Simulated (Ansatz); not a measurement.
`F[B-](F)(F)[NH2+][SiH3]`. Charge 0, multiplicity 1. The geometry is a stationary point of PBE0-D4/def2-TZVP. It is one conformer, not always the lowest.

```xyz
11

F    -0.769   -1.219    1.644
B    -0.063   -0.061    1.455
F    -0.863    1.049    1.290
F     0.959    0.125    2.343
N     0.673   -0.257   -0.037
Si   -0.423    0.244   -1.387
H     0.951   -1.233   -0.104
H     1.529    0.291   -0.026
H    -0.402    1.718   -1.433
H     0.156   -0.321   -2.632
H    -1.749   -0.336   -1.115
```

Question: What is the dipole moment at B3LYP/def2-TZVPP? (Estimate.)

Answer: Computed: 5.74 D, with components (2.19, -0.49, -5.29) D in this frame, pointing from negative to positive charge.

Question: And with PBE, r2SCAN, ωB97M-V? (An estimate is asked.)

Answer: Computed: PBE 5.56 D, r2SCAN 5.66 D, ωB97M-V 5.73 D.

Question: Give the Mulliken charges with B3LYP, ωB97M-V, r2SCAN in def2-TZVPP. (An estimate is asked.)

Answer: The calculation gave: 
```csv
atom,B3LYP,ωB97M-V,r2SCAN
F1,-0.32,-0.31,-0.33
B2,0.56,0.52,0.55
F3,-0.32,-0.31,-0.33
F4,-0.32,-0.31,-0.33
N5,-0.14,-0.12,-0.12
Si6,0.31,0.20,0.32
H7,0.16,0.15,0.16
H8,0.16,0.14,0.16
H9,-0.02,0.02,-0.02
H10,-0.05,-0.01,-0.05
H11,-0.01,0.03,-0.01
```

B3LYP here is the variant with VWN-RPA as its local correlation; programs differ in this.
